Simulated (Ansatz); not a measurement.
`N#[C][AlH][Cl]`. Charge 0, multiplicity 1. All single points use the PBE0-D4/def2-TZVP geometry.

```xyz
5

N    -0.117   -0.704   -2.318
C    -0.067   -0.399   -1.207
Al    0.005    0.063    0.662
Cl    0.413    2.052    1.093
H    -0.233   -1.012    1.770
```

Question: What is the dipole moment at B3LYP/def2-TZVPP? (Estimate.)

Answer: Computed: 2.91 D, with components (-0.05, -0.05, 2.91) D in this frame, pointing from negative to positive charge.

Question: And with PBE, r2SCAN, ωB97M-V? (Estimate.)

Answer: Ansatz gave: PBE 2.81 D, r2SCAN 2.84 D, ωB97M-V 2.93 D.

Question: Give the Mulliken charges with B3LYP, ωB97M-V, r2SCAN in def2-TZVPP. (Estimate.)

Answer: Ansatz gave: 
```
atom  B3LYP  ωB97M-V  r2SCAN
  N1   0.00    -0.02   -0.06
  C2  -0.31    -0.30   -0.29
 Al3   0.62     0.58    0.69
 Cl4  -0.21    -0.18   -0.21
  H5  -0.11    -0.08   -0.13
```

B3LYP here is the variant with VWN-RPA as its local correlation; programs differ in this.
